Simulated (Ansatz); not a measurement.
Mulliken charges of H$_{5}$OPSeSi, SMILES `OP[SiH2][SeH]` from B3LYP/def2-TZVPP in Ansatz (PBE0-D4/def2-TZVP geometry).

```tsv
atom	x (Å)	y (Å)	z (Å)	charge (e)
O1	-1.093	-1.106	1.391	-0.368
P2	-1.088	-0.841	-0.249	0.101
Si3	0.321	0.924	-0.332	0.285
Se4	2.462	0.224	0.023	-0.179
H5	-0.951	-2.040	1.562	0.201
H6	-2.248	-0.017	-0.339	0.018
H7	0.160	1.558	-1.669	-0.059
H8	0.082	1.921	0.742	-0.049
H9	2.443	-0.668	-1.145	0.051
```

**Question.** By hand: the dipole of these point charges (1 e Å = 4.8032 D).

**Answer.** Σ q r = (-0.177, -0.085, -0.324) e Å, of length 0.379 e Å = 1.82 D.

**Question.** How does the dipole of the full density compare? (Estimate.)

**Answer.** Computed: (-0.132, -0.206, -0.094) e Å, 1.26 D; the point charges give 1.44 times that, at 44° from its direction.

Point charges leave out the atoms' own dipoles, such as those of lone pairs, and Mulliken's split depends on the basis, so the two needn't agree.

B3LYP here is the variant with VWN-RPA as its local correlation; programs differ in this.
